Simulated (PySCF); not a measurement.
CH7GeNO, SMILES C[NH][GeH2][OH]. Atoms are numbered in the order given.

```xyz
11

C     -2.2260    -0.4257     0.2058
N     -1.1637     0.0569    -0.6573
Ge     0.5138     0.3784    -0.0383
O      1.3329    -1.0719     0.6166
H     -2.1201     0.0244     1.2068
H     -3.2167    -0.1254    -0.1772
H     -2.2345    -1.5245     0.3440
H     -1.2539    -0.2336    -1.6251
H      1.3139     0.9418    -1.2250
H      0.4266     1.2945     1.1827
H      1.4814    -1.7549    -0.0468
```

Geometry optimised at ωB97X-D3(BJ)/def2-SVP. The structure was generated by enumeration, and PubChem lists no compound with its InChIKey, so it may never have been made. One conformer was computed; it need not be the lowest.

The numbers are results of PBE/pcSseg-1 in PySCF, not measurements.

GIAO shieldings, no solvent; atoms listed in one row are averaged. δ = σ(ref) − σ: ¹³C against TMS (σ = 182.0 ppm); ¹⁵N against NH3 (σ = 267.0 ppm); ⁷³Ge against GeH4 (σ = 1614.4 ppm); ¹⁷O against H2O (σ = 334.3 ppm); ¹H against TMS (σ = 31.49 ppm), references at their B3LYP-D3(BJ)/def2-TZVP geometries, non-relativistic.

Question: Estimate the chemical shifts. (Estimate from the structure and the level; the computed values follow.)

Answer: 
| nucleus | atoms | count | δ (ppm) |
|---|---|---|---|
| ¹³C | C1 | 1 | 37.7 |
| ¹⁵N | N2 | 1 | 55.4 |
| ⁷³Ge | Ge3 | 1 | 339.8 |
| ¹⁷O | O4 | 1 | 58.5 |
| ¹H | H9 | 1 | 5.68 |
| ¹H | H10 | 1 | 5.31 |
| ¹H | H5, H6, H7 | 3 | 3.23 |
| ¹H | H8 | 1 | 0.96 |
| ¹H | H11 | 1 | 0.33 |
